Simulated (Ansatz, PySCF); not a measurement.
System: SnCl$_{2}$, net charge 1, doublet state. 
Coordinates optimised at B3LYP-D3(BJ)/def2-TZVP (Ansatz, a program for electronic structure):
```xyz
3

Sn     0.0104     0.0025     0.4733
Cl     1.2533     1.5235    -0.7319
Cl    -1.2839    -1.5309    -0.6600
```
Charge +1, spin multiplicity 2.

Total electronic energies in hartree. Cores are frozen in the correlated levels unless marked. UHF or UKS for open shells. Spin-orbit coupling is left out. Frozen are the shells of the preceding noble gas and the d and f shells that filled before the atom's block. Past Kr the def2 sets carry scalar-relativistic core potentials. CBS marks a two-point X^-3 extrapolation of the correlation energy; Hartree-Fock from the larger set. [CCSD(T)-MP2]/basis is that difference in the basis named.

```json
[
 {"level": "HF/def2-SVPD", "program": "Ansatz", "energy (Eh)": "-1131.84601"},
 {"level": "RI-HF/def2-QZVPP", "program": "Ansatz", "energy (Eh)": "-1132.18887"},
 {"level": "revPBE-D4/def2-TZVPD", "program": "Ansatz + dftd4", "energy (Eh)": "-1134.38016"},
 {"level": "revPBE/def2-TZVPD", "program": "Ansatz", "energy (Eh)": "-1134.37309"},
 {"level": "B3LYP/def2-TZVPD", "program": "Ansatz", "energy (Eh)": "-1134.58634"},
 {"level": "PBE0/def2-TZVP", "program": "Ansatz", "energy (Eh)": "…"},
 {"level": "TPSSh-D3(BJ)/def2-TZVPD", "program": "PySCF + dftd3", "energy (Eh)": "…"},
 {"level": "r2SCAN0-D4/def2-TZVPD", "program": "Ansatz + dftd4", "energy (Eh)": "-1134.46598"},
 {"level": "MN15/def2-TZVPD", "program": "PySCF", "energy (Eh)": "-1133.82195"},
 {"level": "HSE06-D4/def2-TZVPD", "program": "Ansatz + dftd4", "energy (Eh)": "-1134.17487"},
 {"level": "LC-wPBE-D4/def2-TZVPD", "program": "Ansatz + dftd4", "energy (Eh)": "…"},
 {"level": "wB97M-V/def2-TZVPD", "program": "Ansatz", "energy (Eh)": "-1134.39023"},
 {"level": "B2GP-PLYP-D4/def2-TZVPD", "program": "Ansatz + dftd4", "energy (Eh)": "-1133.78148"},
 {"level": "CCSD(T)/def2-SVP", "program": "Ansatz", "energy (Eh)": "-1132.18488"},
 {"level": "RI-MP2/CBS(def2-TZVPPD,def2-QZVPPD)+[CCSD(T)-MP2]/def2-TZVPPD", "program": "Ansatz", "energy (Eh)": "-1132.7519"}
]
```

Problem. Some entries are withheld; supply them.

Solution. 
- PBE0/def2-TZVP, energy (Eh): -1134.18723
- TPSSh-D3(BJ)/def2-TZVPD, energy (Eh): -1134.44588
- LC-wPBE-D4/def2-TZVPD, energy (Eh): -1134.25112
